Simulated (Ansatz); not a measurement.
tin atom (Sn), triplet (core potentials on Sn); Ansatz (a program for electronic structure) with HF/def2-TZVP.

Here is a job for Ansatz.
Ansatz 0.2 input:
```yaml
crystal:
  periodic: [false, false, false]
  atoms:
    - {symbol: Sn, position_ang: [0.00000000, 0.00000000, 0.00000000]}
basis:
  gaussian:
    orbitals: def2-TZVP
hamiltonian:
  xc: hf
magnetization: {spin_polarized: true, initial_magnetization: 2}
```

What the program printed (banner, timings and long lists left out):

```
Functional definition: HF
315 factors; integrals over basis functions are off by at most 1.2e-4 eV
mean field evaluation 1: about -5805.0788 eV, gradient 3.7e0 eV
mean field evaluation 2: about -5805.0797 eV, gradient 3.7e0 eV
mean field evaluation 4: about -5805.2746 eV, gradient 2.0e-1 eV
mean field evaluation 8: about -5805.2749 eV, gradient 5.1e-6 eV
mean field evaluation 16: about -5805.2748 eV, gradient 5.8e-2 eV
mean field evaluation 32: about -5805.2749 eV, gradient 1.3e-2 eV
mean field -5805.27487213 eV, -213.3399165943 hartree, gradient 4.6e-5 eV, S^2 2.011832; 0 other end points of the search recorded, 0 dependent functions left out
reference -5805.27487213 eV, -213.3399165943 hartree; 12, 10 occupied and 38, 40 virtual orbitals, 315 factors
Total energy: -5805.27487213 eV, -213.3399165943 hartree
```
